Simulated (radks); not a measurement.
Question: Neutral scandium, configuration [Ar] 3d(up 0.625, down 0.375) 4s2 (fractional occupations, a model configuration). Method: non-relativistic Kohn-Sham, TPSS, spin-polarised, spherical densities, point nucleus; meta-GGA in the generalised Kohn-Sham scheme; computed with a radial shooting solver on a logarithmic mesh with Libxc functionals. Some entries of the table are withheld. Estimate them.

orbital,occ.,eigenvalue (Ry),<r^2> (bohr^2),r(max) (bohr)
1s down,1,-322.0898,0.007259,0.04836
1s up,1,-322.0897,0.007259,0.04836
2s up,1,-34.69681,0.1412,0.2853
2s down,1,-34.69278,0.1412,0.2853
2p up,3,-28.57411,0.1175,0.2329
2p down,3,-28.57092,0.1175,0.2329
3s up,1,-4.07017,1.347,0.9299
3s down,1,-4.05533,1.346,0.9295
3p up,3,(1),1.611,0.9661
3p down,3,(2),1.611,0.9658
4s up,1,-0.30926,16.12,3.162
4s down,1,-0.30371,16.32,3.179
3d up,0.625,-0.24488,4.720,1.083
3d down,0.375,-0.23060,4.856,1.085

Answer: 
(1) 3p up eigenvalue (Ry): -2.50630
(2) 3p down eigenvalue (Ry): -2.49078
